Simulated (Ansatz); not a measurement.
BCl2(NH2) (BNCl2H2) was relaxed with PBE-D4 (def2-TZVP) in Ansatz in these states: charge +1 doublet, neutral singlet. The geometries follow in no particular order.

A:

```
atom    x (Å)    y (Å)    z (Å)
  B1   0.0257   0.4523  -0.3633
 Cl2   1.3777   0.6096  -1.4963
 Cl3  -1.2484   1.6823  -0.3465
  N4  -0.0356  -0.6329   0.5092
  H5  -0.7944  -0.7556   1.1701
  H6   0.6750  -1.3558   0.5268
```

B:

```xyz
6

B     0.4216   -0.0687    0.4889
Cl    0.1760   -1.3989    1.5663
Cl    1.6961    1.0944    0.6048
N    -0.5234    0.0852   -0.6068
H    -0.8223    1.0022   -0.9605
H    -0.9480   -0.7142   -1.0928
```

Problem. Judge from the bond lengths which geometry belongs to which state (an estimate).

Solution. A is the neutral singlet (B1–N4 1.394 Å, B1–Cl3 1.771 Å, B1–Cl2 1.771 Å); B is the charge +1 doublet (B1–N4 1.455 Å, B1–Cl3 1.729 Å, B1–Cl2 1.729 Å).
